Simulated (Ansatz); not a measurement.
CaI2⁺, relaxed as a doublet with UKS r2SCAN-D4/def2-TZVP in Ansatz, starting from the GFN1-xTB geometry. Force threshold 0.02 eV/Å.

In the def2 sets I takes a core potential; there is no spin–orbit coupling. The relaxation made no stability test and no search for a lower SCF solution. The structure comes from a short search, and lower isomers may exist.

Start:

```xyz
3

Ca    1.693   -1.672    0.901
I    -0.451    1.997   -1.092
I    -1.242   -0.324    0.191
```

(1) Estimate the energy that the relaxation releases and the steps that it takes.

(2) Does the start keep its bonding and symmetry?

(3) Predict the relaxed structure.

Answers

(1) 50.4 kcal/mol, in 10 steps; 33 s on 4 threads of Arm Neoverse V1 on a shared host. No frequencies were taken in this run, so the end may be a saddle point.

(2) Bonds formed: Ca1–I2 (atoms count from 1). The end is the same structure that another start reached, the lowest one found. Point group Cs at the start, C2v at the end, both within 0.05 Å.

(3) 
```xyz
3

Ca    1.320   -0.698    0.370
I     0.202    1.607   -0.885
I    -1.522   -0.909    0.515
```
Bond lengths: 2 × Ca–I 2.85 Å.
